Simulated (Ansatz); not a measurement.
# Which method gave which barrier?

Saddle point of GeSiH$_{6}$Cl, doublet (SiH₃Cl ([SiH3][Cl]) + GeH₃ → GeH₃Cl ([Cl][GeH3]) + SiH₃; bonds formed: Cl1–Ge3; bonds broken: Cl1–Si2), PBE0-D4/def2-TZVP structure:

```xyz
9
angstrom
Cl -0.0226 0.0449 -0.0039
Si 0.6642 -2.0987 1.0230
Ge -0.6611 2.0864 -1.0156
H 0.9874 -1.8363 2.4475
H 1.8545 -2.5897 0.2857
H -0.4715 -3.0456 0.8977
H -2.1113 2.3696 -0.6009
H 0.2952 3.1703 -0.4999
H -0.5349 1.8993 -2.5336
```

Ansatz 0.2.0; basis: def2-TZVPP, with def2-QZVPP for the basis limit; cores frozen in the correlated methods; orbitals are unrestricted. Filled d shells of the heavier atoms are correlated. The def2 sets are not built for correlating such inner shells, so the correlated values are less sure here. B3LYP uses VWN-RPA correlation. Extrapolation: Hartree–Fock as exp(−7.88 √X), correlation as X^−2.97. Four methods, as single points on the PBE0-D4 structures, gave these electronic barriers from the start structure: 53.1, 74.8, 99.1, 155.8 kJ/mol.

(1) The methods were, in alphabetical order, B3LYP-D4, CCSD(T), HF, PBE-D4. Which gave which? (A judgement: the text doesn't fix the answer.)

T1 diagnostic: at most 0.015. ⟨S²⟩ of the unrestricted Hartree–Fock references: 0.75 to 0.79 (a pure state has 0.75). The start structure is not quite a true minimum (one mode of 49i cm⁻¹). The end structure is not quite a true minimum (one mode of 56i cm⁻¹).

## Answers

(1) By the calculation: PBE-D4 53.1; B3LYP-D4 74.8; CCSD(T) 99.1; HF 155.8 kJ/mol. For comparison, CCSD(T) at an estimated basis limit (MP2 extrapolated from triple and quadruple zeta, plus CCSD(T) − MP2 in triple zeta) gives 94.5 kJ/mol.

Radical steps of this kind take place in plasma deposition and etching.

Labels in which every atom is bracketed show which atoms are joined, not bond orders.

For scale, one of the runs: CCSD(T)/def2-TZVPP, 216 basis functions, launched by `ansatz run in.yaml --threads 8 --pin off --events-out ev --progress --plain --max-ram 19148MiB`. Hardware: 8 CPU threads of an Arm Neoverse V2, shared host. Wall time 2.8 min; peak host memory 7.8 GiB.
